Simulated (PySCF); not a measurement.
# Computed beside measured shifts: C11H12O2

System: C11H12O2 (measured compound), SMILES CCOC(=O)/C=C/c1ccccc1.

Atom-mapped SMILES (hydrogens are numbered by the atom that bears them): [CH3:1][CH2:2][O:3][C:4](=[O:5])/[CH:6]=[CH:7]/[c:8]1[cH:9][cH:10][cH:11][cH:12][cH:13]1

Computed with GIAO KT3/pcSseg-1, gas phase, PySCF SCF with an in-house response code, fitting set def2-universal-JFIT, grid level 2, non-relativistic, geometry: GFN2-xTB.

One optimised conformer. Values are averaged over the atoms that symmetry or fast rotation interchanges, on this one geometry and without vibrational averaging. Shifts are the reference shielding less the shielding here, at the same level (13C, 1H against isolated TMS; 17O against isolated H2O); nuclei without a reference have shieldings only.

(1) What shifts does this level give for O5, O3, and how do they compare with measurement?

## Answers

(1) 
```json
{"atom": "O5", "nucleus": "17O", "computed / ppm": "370.3", "measured / ppm": "335.5", "computed less measured": "34.8", "measured against": "H2O (external)", "medium of the measurement": "CH3CN"}
{"atom": "O3", "nucleus": "17O", "computed / ppm": "221.4", "measured / ppm": "164.8", "computed less measured": "56.6", "measured against": "H2O (external)", "medium of the measurement": "CH3CN"}
```

Measured values: J.-C. Zhuo, Molecules 4 (1999) 320.
